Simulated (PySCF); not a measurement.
# C2H11NOSi2

C2H11NOSi2 is a small molecule, neutral, singlet. The structure, one conformer, was relaxed in the gas phase by PBE0-D3(BJ)/def2-SVP. No frequency run checks that it is a minimum.

SMILES: CC(N[SiH3])O[SiH3]

```
atom   x (Å)   y (Å)   z (Å)
  C1  -0.515  -0.487   0.166
  O2   0.443  -1.505  -0.004
 Si3   1.844  -1.215  -0.878
  N4   0.113   0.809   0.204
 Si5  -0.351   2.181  -0.763
  C6  -1.318  -0.806   1.411
  H7  -1.191  -0.491  -0.714
  H8   2.428  -2.570  -1.092
  H9   2.843  -0.383  -0.142
 H10   1.554  -0.584  -2.202
 H11   0.602   0.988   1.077
 H12  -0.484   1.736  -2.181
 H13   0.729   3.200  -0.614
 H14  -1.650   2.818  -0.365
 H15  -0.663  -0.763   2.295
 H16  -1.736  -1.820   1.347
 H17  -2.139  -0.085   1.539
```

Shieldings: GIAO PBE0/pcSseg-1. Shifts are against computed references at the same level: C TMS (σ 184.4 ppm), H TMS (σ 31.27 ppm), Si TMS (σ 352.0 ppm). Core levels by delta-SCF with SCAN, pcX-2 on the ionised atom and pcseg-1 elsewhere, spin-free X2C (2p3/2 is the spin-free 2p value less a third of a first-order spin-orbit splitting); from the vacuum level, for chosen atoms.

Question: Give the shieldings and core levels atom by atom.

Answer: 
| atoms | bonded to | σ (ppm) | δ (ppm) | core level (eV) |
| --- | --- | --- | --- | --- |
| C1 | 1 C + 1 N + 1 O + 1 H | 102.8 | 81.6 | 1s 293.15 |
| O2 | 1 C + 1 Si | 251.6 | - | 1s 537.63 |
| Si3 | 1 O + 3 H | 395.4 | -43.4 | 2p3/2 107.09 |
| N4 | 1 C + 1 Si + 1 H | 210.9 | - | 1s 404.67 |
| Si5 | 1 N + 3 H | 405.5 | -53.5 | - |
| C6 | 1 C + 3 H | 155.7 | 28.7 | 1s 290.71 |
| H7 | 1 C | 26.80 | 4.47 | - |
| H8 H9 H10 | 1 Si | 26.63 | 4.64 | - |
| H11 | 1 N | 30.79 | 0.47 | - |
| H12 H13 H14 | 1 Si | 26.59 | 4.67 | - |
| H15 H16 H17 | 1 C | 29.97 | 1.29 | - |

Values are those of this one static structure, with the three H of a rotating XH3 group averaged; atoms that internal rotation interchanges would show their mean in an NMR spectrum.

Question: Which of C1, C6 holds its core electrons tightest, and by how much against the loosest?

Answer: C1 (bonded to 1 C + 1 N + 1 O + 1 H), by 2.45 eV over C6 (bonded to 1 C + 3 H).

Question: By CAM-B3LYP/def2-SVPD (TDDFT singlets, Tamm-Dancoff triplets, ionisation by delta-SCF), where does absorption start, and what does vertical ionisation take?

Answer: The lowest singlet lies at 6.46 eV (f 0.020), the strongest of the first 6 at 7.50 eV (f 0.033), the lowest triplet at 6.16 eV; vertical ionisation takes 9.45 eV.
